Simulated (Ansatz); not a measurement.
`F[CH2][SnH2][SH]` + `[SiH3]S` → `FCS[SiH3]` + `[SH][SnH3]`  (substitution at a C–Sn bond)

Computed with Ansatz on PBE0-D4/def2-TZVP structures; ΔE is electronic, products minus reactants. CBS: MP2 limit from def2 TZ/QZ plus the TZ coupled-cluster correction, frozen cores. DFT in def2-TZVPP. def2 core potentials past Kr. For Sn outer-core shells are correlated without core-valence functions, which leaves a few kJ/mol of doubt a bond. Each species was taken in one conformer, which may not be the lowest.

**Question.** Is it downhill or uphill in electronic energy at CCSD(T)/CBS, and by how much? (Estimate.)

**Answer.** Computed: Uphill: ΔE = +0.16 eV.

**Question.** What do these levels give: LDA (SPW92), PBE-D4, revPBE-D4, BLYP-D4, BHLYP-D4, ωB97X-V, revPBE, r2SCAN, MP2/def2-SVP, HF/def2-TZVPP, CCSD(T)/def2-TZVPP, HF/CBS(def2)? (Best estimate.)

**Answer.** Ansatz gave: LDA (SPW92) 0.01, PBE-D4 0.08, revPBE-D4 0.06, BLYP-D4 0.11, BHLYP-D4 0.10, ωB97X-V 0.09, revPBE 0.11, r2SCAN 0.09, MP2/def2-SVP 0.08, HF/def2-TZVPP 0.09, CCSD(T)/def2-TZVPP 0.14, HF/CBS(def2) 0.09 eV.

Largest T1 diagnostic among the species: 0.012.

Leaving LDA and LC-ωPBE aside and taking each functional with its dispersion term where it has one, the values, not all of them listed here, spread over 0.09 eV, from B97M-V to B2PLYP. LDA lies −0.07 eV from PBE without D4. In def2-TZVPP, CCSD(T) changes the Hartree–Fock value by +0.05 eV (the triples alone add −0.01 eV) and MP2 by +0.06 eV. At CCSD(T), def2-SVP lies −0.09 eV from the extrapolated value and def2-TZVPP −0.02 eV.
